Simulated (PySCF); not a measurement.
**MgI⁺: one state, many levels of theory**

State: ¹Σ⁺ (singlet), closed shell. Set-up: basis Mg aug-cc-pVDZ, I aug-cc-pVDZ-PP with ECP28; scalar-relativistic core potentials; PySCF 2.14. De refers to Mg⁺ + I in their high-spin ground configurations, without counterpoise correction. A positive dipole points towards I; it is taken about the centre of mass and depends on that origin.

```csv
Level,Re (Å),ωe (cm⁻¹),De (eV),μ (D)
RHF,2.481,388,1.23,-13.09
RHF-MP2,2.489,384,2.23,n/a
RHF-SCS-MP2,2.492,380,2.16,n/a
RHF-CCSD,2.493,378,2.15,n/a
RHF-CCSD(T),2.496,376,2.23,n/a
PBE,2.496,363,2.43,-11.39
r²SCAN,2.475,381,2.34,-12.10
PBE0,2.476,379,2.32,-11.90
r²SCAN0,2.466,389,2.26,-12.34
BHandHLYP,2.472,382,2.10,-12.14
CAM-B3LYP,2.469,382,2.17,-11.94
B2PLYP,2.487,374,2.23,-12.26
```

The bond length runs from 2.466 Å (r²SCAN0) to 2.496 Å (PBE). De spans 1.23 eV (RHF, mean field) to 2.43 eV (PBE, GGA). Correlation at CCSD(T) changes the Hartree–Fock bond energy by +1.00 eV; the triples alone change it by +0.08 eV.

Correlated steps freeze 5 core orbitals. Correlated levels converge slowly with the basis: in double zeta they bind strong bonds too weakly, by up to about 1 eV, and carry superposition errors of some tenths. Spin–orbit coupling is left out, which matters for elements this heavy, above all for dissociation energies. For an ion De counts to the pair picked by the measured ionisation energies or electron affinities, which need not be the lowest pair at this level. Where the molecule has an RHF reference, its open-shell atoms are computed with UHF. B2PLYP dipoles, levels and charges come from its SCF part alone.
